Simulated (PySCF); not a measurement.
C5H8NO (SMILES [CH2]N1CCCC1=O), doublet, geometry from GFN2-xTB; M062X/STO-3G (PySCF).

Input for PySCF:
```python
from pyscf import gto, scf, dft

mol = gto.Mole()
mol.atom = '''
    C     2.06888233    0.27271601   -0.16396691
    N     0.72581799    0.26398930   -0.04869718
    C    -0.07319759    1.47093508   -0.08537597
    C    -1.49412677    0.96500721   -0.34589374
    C    -1.48225820   -0.43381841    0.26481694
    C    -0.03091949   -0.86591666    0.15995499
    O     0.42114034   -1.99147519    0.25235738
    H     2.58101234   -0.66448092   -0.09888963
    H     2.57735037    1.19974183   -0.32614208
    H     0.28939264    2.14734358   -0.86230780
    H    -0.00600170    1.98531643    0.88125484
    H    -2.24705897    1.61571689    0.09408095
    H    -1.67571076    0.90227057   -1.41947156
    H    -1.76399898   -0.41536987    1.32065721
    H    -2.13511543   -1.14020171   -0.24437276
'''
mol.basis = 'sto-3g'
mol.spin = 1
mol.verbose = 4
mol.build()

mf = dft.UKS(mol)
mf.xc = 'm062x'
mf.kernel()
```

### Question
Predict the main parts of the log of this PySCF run.

### Answer

```
PySCF version 2.14.0

[INPUT] verbose = 4
[INPUT] num. atoms = 15
[INPUT] num. electrons = 53
[INPUT] charge = 0
[INPUT] spin (= nelec alpha-beta = 2S) = 1
[INPUT] symmetry False subgroup None
[INPUT] Mole.unit = angstrom
[INPUT] Symbol           X                Y                Z      unit          X                Y                Z       unit  Magmom
[INPUT]  1 C      2.068882330000   0.272716010000  -0.163966910000 AA    3.909620987652   0.515358568684  -0.309852553391 Bohr   0.0
[INPUT]  2 N      0.725817990000   0.263989300000  -0.048697180000 AA    1.371597217382   0.498867476816  -0.092024333239 Bohr   0.0
[INPUT]  3 C     -0.073197590000   1.470935080000  -0.085375970000 AA   -0.138323398078   2.779664448215  -0.161337200919 Bohr   0.0
[INPUT]  4 C     -1.494126770000   0.965007210000  -0.345893740000 AA   -2.823490390681   1.823599335131  -0.653644436802 Bohr   0.0
[INPUT]  5 C     -1.482258200000  -0.433818410000   0.264816940000 AA   -2.801062043891  -0.819797982694   0.500431489745 Bohr   0.0
[INPUT]  6 C     -0.030919490000  -0.865916660000   0.159954990000 AA   -0.058429368011  -1.636345334098   0.302271123358 Bohr   0.0
[INPUT]  7 O      0.421140340000  -1.991475190000   0.252357380000 AA    0.795839902606  -3.763342692966   0.476886333713 Bohr   0.0
[INPUT]  8 H      2.581012340000  -0.664480920000  -0.098889630000 AA    4.877406446723  -1.255686953799  -0.186874317260 Bohr   0.0
[INPUT]  9 H      2.577350370000   1.199741830000  -0.326142080000 AA    4.870486326346   2.267183478884  -0.616319208896 Bohr   0.0
[INPUT] 10 H      0.289392640000   2.147343580000  -0.862307800000 AA    0.546872832065   4.057891261543  -1.629525577076 Bohr   0.0
[INPUT] 11 H     -0.006001700000   1.985316430000   0.881254840000 AA   -0.011341569282   3.751704323299   1.665330293547 Bohr   0.0
[INPUT] 12 H     -2.247058970000   1.615716890000   0.094080950000 AA   -4.246326039047   3.053262416934   0.177787229039 Bohr   0.0
[INPUT] 13 H     -1.675710760000   0.902270570000  -1.419471560000 AA   -3.166634400387   1.705044267555  -2.682412490009 Bohr   0.0
[INPUT] 14 H     -1.763998980000  -0.415369870000   1.320657210000 AA   -3.333474956212  -0.784935294696   2.495680431332 Bohr   0.0
[INPUT] 15 H     -2.135115430000  -1.140201710000  -0.244372760000 AA   -4.034783407033  -2.154668958661  -0.461797588704 Bohr   0.0

nuclear repulsion = 307.401299730752
number of shells = 29
number of NR pGTOs = 129
number of NR cGTOs = 43
basis = sto-3g
ecp = {}

******** <class 'pyscf.dft.uks.UKS'> ********
method = UKS
initial guess = minao
damping factor = 0
level_shift factor = 0
DIIS = <class 'pyscf.scf.diis.CDIIS'>
diis_start_cycle = 1
diis_space = 8
diis_damp = 0
SCF conv_tol = 1e-09
SCF conv_tol_grad = None
SCF max_cycles = 50
direct_scf = True
direct_scf_tol = 1e-13
number electrons alpha = 27  beta = 26
XC library pyscf.dft.libxc version 7.1.2
    S. Lehtola, C. Steigemann, M. J. T. Oliveira, and M. A. L. Marques,  SoftwareX 7, 1–5 (2018)
XC functionals = m062x
    Y. Zhao and D. G. Truhlar,  Theor. Chem. Acc. 120, 215 (2008)
    Y. Zhao and D. G. Truhlar,  Theor. Chem. Acc. 120, 215 (2008)
radial grids:
    Treutler-Ahlrichs [JCP 102, 346 (1995); DOI:10.1063/1.469408] (M4) radial grids

becke partition: Becke, JCP 88, 2547 (1988); DOI:10.1063/1.454033
pruning grids: <function nwchem_prune>
grids dens level: 3
symmetrized grids: False
atomic radii adjust function: <function treutler_atomic_radii_adjust>
small_rho_cutoff = 0
Set gradient conv threshold to 3.16228e-05
tot grids = 177040
init E= -322.748137301687

cycle= 1 E= -320.947281589026  delta_E=  1.8  |g|= 0.483  |ddm|= 3.63
cycle= 2 E= -320.64557828934  delta_E= 0.302  |g|= 0.981  |ddm|= 1.78
cycle= 3 E= -321.131920346827  delta_E= -0.486  |g|= 0.0612  |ddm|= 1.08
cycle= 4 E= -321.13492124884  delta_E= -0.003  |g|= 0.0283  |ddm|= 0.117
cycle= 5 E= -321.135562356793  delta_E= -0.000641  |g|= 0.00765  |ddm|= 0.0465
cycle= 6 E= -321.13571896642  delta_E= -0.000157  |g|= 0.00362  |ddm|= 0.0309
cycle= 7 E= -321.135746921181  delta_E= -2.8e-05  |g|= 0.00155  |ddm|= 0.0125
cycle= 8 E= -321.135753577009  delta_E= -6.66e-06  |g|= 0.000745  |ddm|= 0.00585
cycle= 9 E= -321.135756289026  delta_E= -2.71e-06  |g|= 0.000348  |ddm|= 0.00506
cycle= 10 E= -321.135756859415  delta_E= -5.7e-07  |g|= 9.27e-05  |ddm|= 0.00299
cycle= 11 E= -321.135756880537  delta_E= -2.11e-08  |g|= 2.46e-05  |ddm|= 0.000504
cycle= 12 E= -321.13575688192  delta_E= -1.38e-09  |g|= 1.37e-05  |ddm|= 0.00013
cycle= 13 E= -321.135756882054  delta_E= -1.34e-10  |g|= 5.47e-06  |ddm|= 2.73e-05
Extra cycle  E= -321.135756882063  delta_E= -9.55e-12  |g|= 6.19e-06  |ddm|= 1.44e-05
converged SCF energy = -321.135756882063  <S^2> = 0.7647411  2S+1 = 2.0146872
```
